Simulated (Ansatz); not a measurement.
# Which is lower?

Two isomers of AlBSiH₄O, closed shell, relaxed at PBE0-D4/def2-TZVP (vibrations not checked).

A:

```csv
atom,x (Å),y (Å),z (Å)
O1,0.4661,-0.4470,0.0244
Si2,0.4613,1.1495,0.2818
B3,-1.0198,2.2153,0.1467
Al4,0.1303,-2.0609,-0.3445
H5,-1.8701,2.9816,-0.1375
H6,1.6734,1.6342,0.9734
H7,1.3295,-3.0804,-0.2472
H8,-1.3454,-2.4339,-0.7614
```

B:

| atom | x (Å) | y (Å) | z (Å) |
| --- | --- | --- | --- |
| O1 | 2.0581 | 1.8292 | -1.3386 |
| B2 | 1.5519 | 1.0606 | -0.5633 |
| Si3 | 0.6009 | -0.2021 | 0.6398 |
| Al4 | -1.6556 | -0.4844 | -0.3049 |
| H5 | -1.9100 | -1.6297 | -1.3684 |
| H6 | -2.8121 | 0.4966 | 0.1508 |
| H7 | 0.6236 | 0.4168 | 1.9928 |
| H8 | 1.4145 | -1.4479 | 0.6607 |

Ansatz 0.2.0; basis: def2-TZVPP; cores frozen in the correlated methods. B3LYP uses VWN-RPA correlation.

(1) Which structure is lower at CCSD(T), and by how much? (To be estimated.)

T1 diagnostic: at most 0.018. The restricted Hartree–Fock reference is unstable towards an unrestricted one at one or more of these structures.

Answers

(1) The calculation gives: B, by 1.732 eV (electronic energy, against the other). By their contacts, A is AlBSiH₄O ([BH][SiH][O][AlH2]) and B is AlBSiH₄O ([O][B][SiH2][AlH2]).

All methods give the same order:

```json
{"method": "PBE-D4", "E(B) − E(A) (eV)": "-1.952"}
{"method": "r2SCAN-D4", "E(B) − E(A) (eV)": "-1.754"}
{"method": "PBE0-D4", "E(B) − E(A) (eV)": "-1.857"}
{"method": "B3LYP-D4", "E(B) − E(A) (eV)": "-1.701"}
{"method": "wB97M-V", "E(B) − E(A) (eV)": "-1.703"}
{"method": "HF", "E(B) − E(A) (eV)": "-1.498"}
{"method": "MP2", "E(B) − E(A) (eV)": "-1.817"}
{"method": "CCSD", "E(B) − E(A) (eV)": "-1.677"}
{"method": "CCSD(T)", "E(B) − E(A) (eV)": "-1.732"}
```

Labels in which every atom is bracketed show which atoms are joined, not bond orders.
